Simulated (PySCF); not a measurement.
H₂RuO₂, triplet: molecular constants

Computed with PySCF, UPBE0, basis Ru def2-TZVP with ECP28, O def2-TZVP, H def2-TZVP (scalar-relativistic core potentials, no spin–orbit coupling, density fitting).

The structure is a minimum.

| Item | Value |
| --- | --- |
| Point group | Cs |
| Bond lengths | Ru–H 1.559 Å, Ru–H 1.619 Å, Ru–O 1.688 Å (×2) |
| Bond angles | H–Ru–H 75.3°, H–Ru–O 98.1° (×2), H–Ru–O 120.4° (×2), O–Ru–O 119.2° |
| Principal polarisabilities | 32.8, 43.6, 50.3 bohr³ |
| Entropy at 298.15 K and 1 bar (electronic part: spin only) | 296.0 J/(mol K) |
| Highest occupied level (α) | -7.56 eV |
| Enthalpy at 298.15 K above 0 K | 13.65 kJ/mol |
| Principal quadrupole moments (Buckingham, traceless) about the centre of mass | -6.20, 0.47, 5.73 D Å |
| Lowest empty level (β) | -4.86 eV |
| Heat capacity Cp at 298.15 K | 63.9 J/(mol K) |
| Rotational constants | 0.7102, 0.2408, 0.1887 cm⁻¹ |
| Spin squared ⟨S²⟩ | 2.020 |
| Zero-point energy | 51.5 kJ/mol |
| Atomisation energy without zero-point energy | 1407 kJ/mol |
| Rotational symmetry number | 1 |
| Dipole moment | 2.05 D |

Harmonic modes (masses in u: Ru 101.904, O 15.995, H 1.008):
| symmetry | ω (cm⁻¹) | IR (km/mol) | type |
| --- | --- | --- | --- |
| a' | 271 | 7.0 | bend |
| a' | 326 | 10.4 | bend |
| a' | 554 | 37.5 | bend |
| a'' | 557 | 1.7 | bend |
| a'' | 687 | 10.4 | bend |
| a'' | 941 | 85.2 | bend |
| a' | 984 | 18.8 | stretch |
| a' | 2064 | 43.0 | stretch |
| a' | 2228 | 1.1 | stretch |

Charges (e):
```json
{"atom": "Ru1", "Mulliken": "0.86", "Löwdin": "0.40", "polar tensor": "0.91", "spin (Mulliken)": "1.16", "Mayer order to Ru1": "–"}
{"atom": "O2,3", "Mulliken": "-0.50", "Löwdin": "-0.25", "polar tensor": "-0.44", "spin (Mulliken)": "0.47", "Mayer order to Ru1": "1.68"}
{"atom": "H4", "Mulliken": "0.02", "Löwdin": "0.00", "polar tensor": "-0.08", "spin (Mulliken)": "-0.05", "Mayer order to Ru1": "0.88"}
{"atom": "H5", "Mulliken": "0.12", "Löwdin": "0.09", "polar tensor": "0.06", "spin (Mulliken)": "-0.06", "Mayer order to Ru1": "0.88"}
```

Mulliken populations on Ru1 (electrons outside its core potential): s 2.48, p 6.46, d 6.17, f 0.03.

Other isomers or separated fragments may lie lower. Open d and f shells are described by one determinant, and the ground state may have another occupation or spin. At this level a singlet minimum of C2v symmetry lies 113 kJ/mol below this structure.

The final relaxation and frequency run took 82 s on 4 threads of a shared Arm Neoverse V2 host, with 114 basis functions and 21 gradients; the process peaked at 1.5 GiB. Launch command: `OMP_NUM_THREADS=4 python axn.py task.json out`.
